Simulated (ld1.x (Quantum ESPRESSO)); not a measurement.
Al (Z = 13) TM: all-electron and pseudo phase curves

```json
{
 "Element": "Al (Z = 13)",
 "Generator": "ld1.x (Quantum ESPRESSO) 7.5",
 "Type": "norm-conserving Troullier–Martins (Kleinman–Bylander form)",
 "Functional": "BLYP",
 "Relativity": "non-relativistic",
 "Frozen core": "[Ne]",
 "Valence charge": "3",
 "Reference configuration": "3s2 3p0 (charge +1)",
 "Partial waves": "3s (bound): rc 1.95 bohr; 3p (bound, empty): rc 2.40 bohr; 3d channel at -0.15 Ry: rc 2.35 bohr",
 "Local potential": "all-electron potential smoothed inside 1.60 bohr (lloc = -2)",
 "Core correction": "none"
}
```

The phase is arctan(r·u′/u) with u = r·R(r), unwrapped; energies in Ry, scanned from -3 to 5 Ry. A pole is an energy at which the radial function vanishes at the test radius. The pseudo phase is shifted by a multiple of π to meet the all-electron one at the reference energy, and phase errors are pseudo minus all-electron; the curves can meet again beyond the range given. Levels narrower than the energy grid can be missing from the lists of poles.

```json
{"channel": "s", "radius (bohr)": "2.60", "reference energy (Ry)": "-1.08", "poles, all-electron": "0.17", "poles, pseudo": "0.12, 3.62", "unbroken range about the reference energy with phases within 0.05 rad": "below 1.2", "phase error 1 Ry above the reference energy (rad)": "-0.007"}
{"channel": "p", "radius (bohr)": "2.60", "reference energy (Ry)": "-0.66", "poles, all-electron": "0.96", "poles, pseudo": "0.89", "unbroken range about the reference energy with phases within 0.05 rad": "below 2.0", "phase error 1 Ry above the reference energy (rad)": "-0.007"}
{"channel": "d", "radius (bohr)": "2.60", "reference energy (Ry)": "-0.15", "poles, all-electron": "1.73", "poles, pseudo": "1.76", "unbroken range about the reference energy with phases within 0.05 rad": "below 3.2", "phase error 1 Ry above the reference energy (rad)": "+0.003"}
```

Phases in the p channel:

```
E (Ry)  all-electron  pseudo
 -3.00         1.292   1.290
 -2.76         1.272   1.270
 -2.52         1.248   1.246
 -2.28         1.218   1.216
 -2.04         1.179   1.177
 -1.80         1.125   1.122
 -1.56         1.046   1.043
 -1.32         0.921   0.918
 -1.08         0.700   0.698
 -0.84         0.275   0.274
 -0.60        -0.382  -0.382
 -0.36        -0.906  -0.908
 -0.12        -1.185  -1.189
  0.12        -1.339  -1.344
  0.36        -1.434  -1.441
  0.60        -1.500  -1.509
  0.84        -1.550  -1.562
  1.08        -1.591  -1.605
  1.32        -1.627  -1.645
  1.56        -1.659  -1.685
  1.80        -1.692  -1.726
  2.04        -1.726  -1.775
  2.28        -1.764  -1.836
  2.52        -1.808  -1.923
  2.76        -1.863  -2.061
  3.00        -1.938  -2.325
  3.24        -2.048  -2.887
  3.48        -2.228  -3.663
  3.72        -2.550  -4.117
  3.96        -3.101  -4.330
  4.20        -3.688  -4.446
  4.44        -4.053  -4.519
  4.68        -4.253  -4.569
  4.92        -4.372  -4.607
```
